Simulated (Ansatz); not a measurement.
Basis-set series for C3H11HfNO3 (`CC(C)[NH][Hf]([OH])([OH])[OH]`). The species carries charge 0 and has multiplicity 1. Hf takes the def2 core potential. The structure was optimised at the PBE0-D4/def2-TZVP level. It is one conformer, not always the lowest.

Cartesian coordinates in Å:
```
C -0.209 -1.243 2.140
C -0.855 -0.583 0.929
C -0.801 -1.501 -0.281
N -0.216 0.680 0.611
Hf 0.627 1.396 -1.109
O 2.246 0.413 -1.547
O -0.609 1.211 -2.597
O 1.038 3.236 -0.674
H -0.717 -2.176 2.401
H -0.250 -0.584 3.011
H 0.842 -1.464 1.933
H -1.917 -0.413 1.166
H -1.298 -1.046 -1.143
H 0.240 -1.715 -0.552
H -1.293 -2.453 -0.074
H -0.201 1.290 1.420
H 2.983 -0.127 -1.282
H -0.834 0.931 -3.478
H 1.225 4.147 -0.874
```

```tsv
functional	basis	functions	energy (Eh)	HOMO (eV)	LUMO (eV)
PBE0-D4	def2-TZVPP	427	-449.35528	-6.36	0.13
PBE0-D4	def2-QZVPP	810	-449.37898	-6.41	-0.18
ωB97M-V	def2-TZVPP	427	-449.57673	-8.68	1.27
ωB97M-V	def2-QZVPP	810	-449.59937	-8.72	0.65
```

Task: Give the rows for def2-SVP. (Estimate.)

Result: Ansatz gave: 
| functional | basis | functions | energy (Eh) | HOMO (eV) | LUMO (eV) |
| --- | --- | --- | --- | --- | --- |
| PBE0-D4 | def2-SVP | 185 | -448.86705 | -6.23 | 0.37 |
| ωB97M-V | def2-SVP | 185 | -449.07037 | -8.53 | 1.58 |

Positive LUMOs are unbound and depend on the basis.
